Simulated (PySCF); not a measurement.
Two-dimensional NMR puzzle

Compound of formula C$_{6}$H$_{9}$FN$_{2}$Si. Correlations simulated from computed shifts and the bond graph:

HSQC (one-bond C–H):
```tsv
δH	δC
8.96	154.9
7.94	140.3
7.85	135.7
7.42	129.2
3.03	29.7
```

COSY cross peaks (H two or three bonds apart, from the bond graph; peaks can be absent where the dihedral angle is near 90°):
```tsv
δH	δH
8.96	7.42
7.94	7.85
7.94	7.42
```

HMBC (two and three bonds, from the bond graph):
```tsv
δH	δC
8.96	167.4, 140.3, 129.2
7.94	167.4, 154.9, 135.7, 129.2
7.85	167.4, 140.3, 129.2
7.42	154.9, 140.3, 135.7
5.49	167.4, 135.7, 29.7
```

Carbons without hydrogens: δ 167.4.

[PySCF 2.14: GFN2-xTB geometry; σ from GIAO-PBE0/pcSseg-1; relativity neglected; gas phase; a single conformation; equivalent nuclei averaged]

Shifts are taken against calculated references (same method and geometry level): TMS for 1H and 13C.

Exchangeable hydrogens are left out of these lists.

Which molecule is this?

Answers

`CN[Si@H](F)c1ccccn1`.

Mapped SMILES: `[CH3:1][NH:2][Si@H:3]([F:4])[c:5]1[cH:6][cH:7][cH:8][cH:9][n:10]1`. Each H is labelled by its parent atom.

1. δC 167.4 is C5, a substituted aromatic carbon next to a ring nitrogen.
2. δC 154.9 is C9, an aromatic CH next to a ring nitrogen (δH 8.96).
3. δC 140.3 is C7, an aromatic CH (δH 7.94).
4. δC 135.7 is C6, an aromatic CH (δH 7.85).
5. δC 129.2 is C8, an aromatic CH (δH 7.42).
6. δC 29.7 is C1, a methyl carbon bonded to N (δH 3.03).
7. HMBC from δH 8.96 reaches the proton-free carbon C5.
8. HMBC from δH 7.94 reaches the proton-free carbon C5.
9. HMBC from δH 7.85 reaches the proton-free carbon C5.
10. HMBC from δH 5.49 reaches the proton-free carbon C5.
11. COSY links 8.96–7.42, 7.94–7.85, 7.94–7.42.

This is the structure that produced the data.

The OH or NH signal is concentration- and solvent-dependent in practice; the value given is the gas-phase one. Shifts are as computed. Against solution values, carbons near 30 ppm lie about +3 ppm off and those near 130 ppm about +5 ppm. Of 1309 compounds with measured shifts, 239 miss one by over three times the rms of a fit or turn the order of signals round; such compounds aren't used in these exercises.
